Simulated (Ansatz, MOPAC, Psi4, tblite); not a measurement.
Interaction energy of H3ClSi ··· HF (SMILES [SiH3]Cl and F). Monomers: optimised at B3LYP-D3(BJ) (def2-TZVP), held rigid. Orientation: a higher rigid-body minimum at GFN2-xTB. R is the distance of the centres of mass, along which the second monomer moves.

Geometry at R = 3.74 Å (first 5 atoms: monomer A):
```
7

Si    -0.1324    -0.0037    -0.0049
Cl     1.9317     0.0536     0.0710
H     -0.5358    -0.9923    -1.0236
H     -0.6247     1.3397    -0.3669
H     -0.6388    -0.3973     1.3243
F      4.0456     2.1208     0.5973
H      3.4253     1.4556     0.4317
```

Methods: PM7, restricted, heats of formation (MOPAC); GFN2-xTB (tblite); CCSD(T)/aug-cc-pVDZ = Ansatz (a first-principles code) with CCSD(T) on RHF/aug-cc-pVDZ, frozen core, counterpoise-corrected; PBE-D3(BJ)/def2-TZVP, counterpoise-corrected (Psi4); AM1, restricted, heats of formation (MOPAC).

Interaction energies in kcal/mol (negative: bound); R is the distance of the centres of mass, d the Cl2···H7 distance.

```csv
R / Å,d / Å,PM7,GFN2-xTB,CCSD(T)/aug-cc-pVDZ,PBE-D3(BJ)/def2-TZVP,AM1
3.33,1.68,12.51,0.76,11.28,7.10,16.70
3.54,1.88,4.57,-3.54,3.38,0.69,4.79
3.74,2.08,0.85,-4.45,0.16,-1.61,0.64
3.92,2.26,-0.80,-4.19,-1.06,-2.25,-0.63
4.18,2.52,-1.68,-3.37,-1.57,-2.23,-1.24
4.42,2.75,-1.76,-2.66,-1.51,-1.90,-1.29
4.78,3.11,-1.50,-1.92,-1.19,-1.38,-1.00
5.26,3.59,-1.10,-1.32,-0.80,-0.86,-0.70
5.97,4.30,-0.74,-0.83,-0.46,-0.45,-0.48
6.97,5.29,-0.44,-0.48,-0.26,-0.23,-0.29
8.20,6.52,-0.24,-0.28,-0.15,-0.13,-0.17
```

Lowest grid point: PM7 -1.76 kcal/mol at R = 4.42 Å; GFN2-xTB -4.45 kcal/mol at R = 3.74 Å; CCSD(T)/aug-cc-pVDZ -1.57 kcal/mol at R = 4.18 Å; PBE-D3(BJ)/def2-TZVP -2.25 kcal/mol at R = 3.92 Å; AM1 -1.29 kcal/mol at R = 4.42 Å.
